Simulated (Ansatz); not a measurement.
Species: CH$_{6}$Cl$_{2}$OSi$_{2}$, charge 0, multiplicity 1. SMILES: O([SiH2]C)[SiH](Cl)Cl
Structure (B3LYP-D3(BJ)/def2-TZVP (Ansatz, a program for electronic structure) minimum search):
```xyz
12

C     -2.4961    -0.6173     0.1888
Si    -1.7689     0.8393     1.0904
O     -0.1560     1.0012     0.7277
Si     1.0860     0.3490    -0.0540
Cl     0.6935     0.2709    -2.0692
Cl     1.4088    -1.5704     0.6052
H     -3.5574    -0.7203     0.4271
H     -2.4008    -0.4958    -0.8917
H     -1.9933    -1.5435     0.4733
H     -1.8725     0.6704     2.5563
H     -2.4287     2.1026     0.6950
H      2.2981     1.1374     0.1641
```

Property: atomisation energy (electronic, to ground-state atoms), in kJ/mol. Valence correlation only, unless marked. UHF or UKS for open shells. No spin-orbit coupling. Non-relativistic. The coupled-cluster limit lacks core correlation, which all-electron functionals hold. CBS(X,Y): correlation extrapolated as X^-3; Hartree-Fock from the larger set. The bracket is a focal-point correction in the basis named.

| level | program | atomisation energy (kJ/mol) |
|---|---|---|
| HF/cc-pV(Q+d)Z | Ansatz | 3313.5 |
| BLYP-D3(BJ)/def2-TZVPD | Ansatz + dftd3 | 4288.9 |
| B2PLYP/def2-TZVPD | Ansatz | 4275.7 |
| MP2/cc-pV(T+d)Z | Ansatz | 4318.3 |
| MP2/CBS(cc-pV(T+d)Z,cc-pV(Q+d)Z) | Ansatz | 4455.8 |
| SCS-MP2/aug-cc-pV(D+d)Z | Ansatz | 4077.1 |
| SCS-MP2/cc-pV(T+d)Z | Ansatz | 4292.8 |
| CCSD(T) with core electrons (1s frozen past Ne)/cc-pwCVTZ | Ansatz | 4255.0 |
| RI-MP2/CBS(aug-cc-pV(T+d)Z,aug-cc-pV(Q+d)Z)+[CCSD(T)-MP2]/aug-cc-pV(T+d)Z | Ansatz | 4376.8 |
| CCSD(T)/CBS(cc-pV(T+d)Z,cc-pV(Q+d)Z) | Ansatz | 4379.8 |
